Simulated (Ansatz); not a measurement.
`FCC(F)(F)F` and `C=CSC(F)(F)F` differ in one atom or group.

Ansatz, PBE0-D4/def2-TZVP geometries, multiplicity 1. Each molecule was computed in one conformer, which needn't be the lowest.

```json
{"property": "HOMO energy (PBE0/def2-TZVPP) / eV", "`FCC(F)(F)F`": "-10.49"}
{"property": "LUMO energy (PBE0/def2-TZVPP) / eV", "`FCC(F)(F)F`": "1.24"}
{"property": "size of the dipole moment (PBE/def2-TZVPP) / D", "`FCC(F)(F)F`": "1.83"}
{"property": "HOMO–LUMO gap (PBE/def2-TZVPP) / eV", "`FCC(F)(F)F`": "8.81"}
{"property": "HOMO energy (PBE/def2-TZVPP) / eV", "`FCC(F)(F)F`": "-8.62"}
{"property": "LUMO energy (B3LYP/def2-TZVPP) / eV", "`FCC(F)(F)F`": "0.87"}
```

Task: What does the change do to each property? (An estimate is asked.)

Result: Computed: 
| property | `C=CSC(F)(F)F` | shift |
| --- | --- | --- |
| HOMO energy (PBE0/def2-TZVPP) / eV | -7.12 | 3.37 |
| LUMO energy (PBE0/def2-TZVPP) / eV | -0.42 | -1.66 |
| size of the dipole moment (PBE/def2-TZVPP) / D | 1.50 | -0.33 |
| HOMO–LUMO gap (PBE/def2-TZVPP) / eV | 4.61 | -4.20 |
| HOMO energy (PBE/def2-TZVPP) / eV | -5.97 | 2.65 |
| LUMO energy (B3LYP/def2-TZVPP) / eV | -0.64 | -1.51 |

With PBE0 the HOMO rises by 3.37 eV and the LUMO falls by 1.66 eV, so the gap narrows by about 5.03 eV. PBE moves the HOMO by 2.65 eV and ωB97M-V by 3.67 eV. Dipoles are sizes alone; their direction can turn.

B3LYP here is the variant with VWN-RPA as its local correlation; programs differ in this.
